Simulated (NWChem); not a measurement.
Species: boron oxyfluoride (BOF); SMILES O=BF

Program: NWChem. Pople sets run with spherical d functions. Geometry: optimised at PBE-D3(BJ)/def2-SVP. Static field.

Problem. Order these runs by computing time, cheapest first, and give rough ratios: PBE0/def2-TZVP; PBE0/def2-SVP; PBE0/aug-cc-pVTZ; PBE0/def2-SVPD.

Solution. PBE0/def2-SVP (1), PBE0/def2-SVPD (3), PBE0/def2-TZVP (10), PBE0/aug-cc-pVTZ (30). Ratios are rough, from one shared machine; the cheapest took roughly 6 core-seconds. What differs between the cheapest and the dearest: isotropic polarisability (bohr³) 12.0 → 16.9; anisotropy (bohr³) 8.7 → 7.7.
